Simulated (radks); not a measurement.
Results of a calculation; reference values are marked as such.
Ionisation of the krypton ion Kr+, [Ar] 3d10 4s2 4p5, to Kr2+, [Ar] 3d10 4s2 4p4, under several functionals. Non-relativistic Kohn-Sham, spin-polarised, spherical densities, point nucleus; open shells are filled with parallel spins first; a radial shooting solver on a logarithmic mesh with Libxc functionals.

functional                                      E(Kr+) (hartree)  Exc (hartree)  IE (eV)  -e(HOMO) (eV)  <r> HOMO (bohr)  IE error (eV)
RPBE                                                 -2753.13599      -95.03034   24.306         19.043            1.844         -0.054
PBEsol                                               -2751.17235      -93.03307   24.389         19.096            1.839         +0.029
XLYP                                                 -2753.68385      -95.57659   24.300         18.980            1.849         -0.059
LDA (Slater exchange, Perdew-Wang correlation)       -2749.60895      -91.44406   24.651         19.302            1.839         +0.292
LDA (Slater exchange, VWN5 correlation)              -2749.62353      -91.45896   24.650         19.303            1.839         +0.290
revTPSS                                              -2752.55877      -94.43410   24.439         19.201            1.839         +0.079

NIST Atomic Spectra Database: 24.360 eV (measured). Closest: PBEsol. The Delta-SCF values span 0.35 eV, the total energies 4.07 hartree. The highest occupied level is 4p. Open shells are spherical and high-spin; term and fine-structure splittings are not resolved.
